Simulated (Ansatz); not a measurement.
Basis sets compared for Cu₄Ag⁺. Charge 1, multiplicity 1. Geometry PBE-D4/def2-SVP. Ansatz on 4 threads of Intel Xeon Platinum 8375C on a shared host; times are rough, and most runs start from earlier orbitals.

Cartesian coordinates in Å:
```
Ag 0.363 0.519 -2.105
Cu 1.295 -0.364 0.177
Cu -0.924 -0.932 -0.345
Cu -0.342 -0.489 1.986
Cu -0.392 1.267 0.288
```

In the def2 sets Ag takes a core potential; there is no spin–orbit coupling. The restricted singlet is unstable towards broken spin symmetry in Hartree–Fock (as tested in another run); at PBE-D4/def2-SVP, PBE-D4/def2-TZVP, PBE0-D4/def2-SVP, PBE0-D4/def2-TZVP this wasn't settled. No other spin state of charge 1 was run. The structure comes from a short search, and lower isomers may exist.

```
           level  functions  energy (Eh)  HOMO (eV)  LUMO (eV)  wall time
 PBE-D4/def2-SVP        155   -6707.0021      -8.92      -7.93      2.1 s
PBE0-D4/def2-SVP        155   -6706.9825      -9.35      -6.97      4.3 s
```

(1) Estimate the rows for PBE-D4/def2-TZVP (with forces), PBE0-D4/def2-TZVP.

## Answers

(1) 
```tsv
level	functions	energy (Eh)	HOMO (eV)	LUMO (eV)	wall time
PBE-D4/def2-TZVP (with forces)	220	-6708.0245	-9.24	-8.27	4 s
PBE0-D4/def2-TZVP	220	-6707.9705	-9.62	-7.25	8.5 s
```
